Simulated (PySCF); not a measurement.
# Ionisation energy of C²⁺ by level of theory

C²⁺ [He] 2s2 (1S) → C³⁺ [He] 2s1 (2S), as a difference of total energies. All numbers are calculated (PySCF 2.14, the spin-free X2C one-electron Hamiltonian (Gaussian nucleus), in Sapporo-DZP-2012). Correlated levels: valence: 1s2 frozen. The calculations carry no spin-orbit coupling.

Q: Order these methods by the ionisation energy they give, lowest first.
A. UHF
B. SCS-MP2 (valence)
C. MN15
D. CCSD (valence)

A: A (45.785 eV), C (47.022 eV), B (47.106 eV), D (47.764 eV).

Errors of the correlated levels include the incompleteness of this basis and the frozen core.

With two correlated electrons CCSD is exact in that space.

The coupled-cluster amplitudes are large for C²⁺ (T1 above 0.03 or a double amplitude above 0.15), so a single reference is strained.

For comparison: 47.888 eV (measured; NIST Atomic Spectra Database, ionization energies).
